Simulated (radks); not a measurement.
Results of a calculation; reference values are marked as such.
Species: the cerium ion Ce2+. Configuration: [Xe] 4f2.

Level of theory: Dirac Kohn-Sham, PBEsol, spin-unpolarised, spherical densities, finite nucleus; open shells fill j = l - 1/2 first; Fermi nuclear charge, rms radius 4.8771 fm (a radial shooting solver on a logarithmic mesh with Libxc functionals).

Energy parts (Ry):
| part | energy |
|---|---|
| total | -17721.6699 |
| kinetic | 19009.3160 |
| electron-nucleus | -43144.7243 |
| Hartree | 6827.1441 |
| exchange-correlation | -413.4057 |

Orbitals (lengths in bohr, moments of r in powers of bohr; r(max) is where P^2 peaks):
| orbital | occ. | eigenvalue (Ry) | <r^2> | <r^4> | <r> | r(max) |
|---|---|---|---|---|---|---|
| 1s1/2 | 2 | -2956.076 | 0.0008214 | 1.778e-06 | 0.02458 | 0.01574 |
| 2s1/2 | 2 | -473.5020 | 0.01301 | 0.0002925 | 0.1048 | 0.08925 |
| 2p1/2 | 2 | -447.1675 | 0.009537 | 0.0001840 | 0.08796 | 0.06799 |
| 2p3/2 | 4 | -414.3629 | 0.01080 | 0.0002293 | 0.09416 | 0.07324 |
| 3s1/2 | 2 | -102.2064 | 0.08871 | 0.01193 | 0.2784 | 0.2549 |
| 3p1/2 | 2 | -91.04367 | 0.08357 | 0.01110 | 0.2681 | 0.2416 |
| 3p3/2 | 4 | -84.59655 | 0.09111 | 0.01312 | 0.2803 | 0.2530 |
| 3d3/2 | 4 | -65.05516 | 0.07458 | 0.01004 | 0.2513 | 0.2032 |
| 3d5/2 | 6 | -63.66953 | 0.07672 | 0.01058 | 0.2552 | 0.2065 |
| 4s1/2 | 2 | -20.99107 | 0.4607 | 0.3095 | 0.6388 | 0.5939 |
| 4p1/2 | 2 | -16.85169 | 0.4929 | 0.3645 | 0.6581 | 0.6034 |
| 4p3/2 | 4 | -15.47336 | 0.5351 | 0.4296 | 0.6858 | 0.6280 |
| 4d3/2 | 4 | -8.68310 | 0.6432 | 0.6784 | 0.7441 | 0.6498 |
| 4d5/2 | 6 | -8.44351 | 0.6605 | 0.7158 | 0.7541 | 0.6579 |
| 5s1/2 | 2 | -3.67259 | 2.676 | 10.54 | 1.543 | 1.389 |
| 5p1/2 | 2 | -2.57308 | 3.410 | 17.72 | 1.736 | 1.525 |
| 5p3/2 | 4 | -2.38203 | 3.738 | 21.30 | 1.818 | 1.596 |
| 5d3/2 | 0 | -0.98891 | 8.106 | 110.6 | 2.646 | 2.162 |
| 5d5/2 | 0 | -0.97220 | 8.341 | 116.9 | 2.685 | 2.194 |
| 4f5/2 | 2 | -0.96042 | 2.003 | 12.21 | 1.212 | 0.7252 |
| 6s1/2 | 0 | -0.94045 | 15.99 | 366.5 | 3.785 | 3.452 |
| 4f7/2 | 0 | -0.93916 | 2.064 | 13.05 | 1.229 | 0.7307 |

The highest occupied level is 4f5/2 at -13.067 eV. The configuration is held as typed, so some empty levels lie below it. The density falls to 0.001 e/bohr^3 at r = 3.67 bohr. Summed over all electrons, <r^2> = 43.27 bohr^2, which gives a Langevin (diamagnetic) susceptibility term of -34.3 x 10^-6 cm^3/mol. The electron density at the nucleus is 3.824e+05 e/bohr^3.
